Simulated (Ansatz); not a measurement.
B₄P₅⁻, relaxed as a singlet with RKS B3LYP-D4/def2-SVPD in Ansatz, starting from the GFN1-xTB geometry. Force threshold 0.02 eV/Å.

Another isomer (singlet) lies 0.37 eV lower at PBE0-D4/def2-TZVPD; other spin states weren't run for this one.

Start:

```
atom   x (Å)   y (Å)   z (Å)
  B1   0.737  -0.491  -1.524
  B2  -1.378  -0.071   0.157
  B3  -0.046  -1.357  -0.494
  B4   0.483  -0.506   1.202
  P5   1.905   0.243  -0.056
  P6  -0.749   0.868  -1.543
  P7  -0.553   1.140   1.461
  P8   0.607   2.066  -0.217
  P9  -1.006  -1.892   1.014
```

Q: Estimate the energy that the relaxation releases and the steps that it takes.

A: 21.3 kcal/mol, in 10 steps; 57 s on 4 threads of Arm Neoverse V1 on a shared host. No frequencies were taken in this run, so the end may be a saddle point.

Q: Does the start keep its bonding and symmetry?

A: Bonds formed: B2–B4 (atoms count from 1). Point group Cs at the start, Cs at the end, both within 0.05 Å.

Q: Predict the relaxed structure.

A: 
| atom | x (Å) | y (Å) | z (Å) |
| --- | --- | --- | --- |
| B1 | 0.5422 | -0.4158 | -1.1426 |
| B2 | -1.0922 | -0.0850 | 0.0391 |
| B3 | -0.1499 | -1.6509 | -0.4231 |
| B4 | 0.4433 | -0.4450 | 0.8983 |
| P5 | 2.0111 | 0.3083 | -0.0962 |
| P6 | -0.7444 | 0.9538 | -1.6383 |
| P7 | -0.5751 | 1.0855 | 1.4824 |
| P8 | 0.6231 | 2.2015 | -0.1915 |
| P9 | -1.0581 | -1.9526 | 1.0719 |
Bond lengths: 9 × B–P 1.78 to 2.13 Å; 4 × B–B 1.59 to 1.89 Å; 3 × P–P 2.34 to 2.35 Å.
